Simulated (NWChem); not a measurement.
System: SiH₃S₂OF; SMILES O[Si](F)(S)S

```xyz
8

O     -1.3234    -0.2342     1.3064
Si    -0.3500    -0.0019    -0.0049
F     -1.2743     0.2077    -1.3079
S      0.8838    -1.7311    -0.1270
S      0.8365     1.7758     0.0282
H     -2.0159     0.4304     1.4463
H     -0.0543    -2.5715     0.3638
H      1.5007     1.4581     1.1604
```
Atoms are numbered in this order, from 1.

Program: NWChem. All runs use the structure optimised with B3LYP/6-31G* (spherical d). Ions are spin-unrestricted doublets at the neutral geometry; other ion states weren't tried. Functional: LC-ωPBE (HJS hole) with def2-SVP; rows give the range parameter ω in 1/bohr.

```json
[
 {"range parameter (1/bohr)": "0.10", "vertical ionisation energy, ΔSCF (eV)": "[?]", "−ε(HOMO) (eV)": "[?]", "ΔSCF minus −ε(HOMO) (eV)": "[?]"},
 {"range parameter (1/bohr)": "0.15", "vertical ionisation energy, ΔSCF (eV)": "9.68", "−ε(HOMO) (eV)": "8.56", "ΔSCF minus −ε(HOMO) (eV)": "1.12"},
 {"range parameter (1/bohr)": "0.20", "vertical ionisation energy, ΔSCF (eV)": "9.87", "−ε(HOMO) (eV)": "9.12", "ΔSCF minus −ε(HOMO) (eV)": "0.75"},
 {"range parameter (1/bohr)": "0.30", "vertical ionisation energy, ΔSCF (eV)": "10.27", "−ε(HOMO) (eV)": "9.99", "ΔSCF minus −ε(HOMO) (eV)": "0.28"},
 {"range parameter (1/bohr)": "0.40", "vertical ionisation energy, ΔSCF (eV)": "10.56", "−ε(HOMO) (eV)": "10.59", "ΔSCF minus −ε(HOMO) (eV)": "-0.03"}
]
```

Complete the blanks.


- 0.10, vertical ionisation energy, ΔSCF (eV): 9.52
- 0.10, −ε(HOMO) (eV): 7.91
- 0.10, ΔSCF minus −ε(HOMO) (eV): 1.61
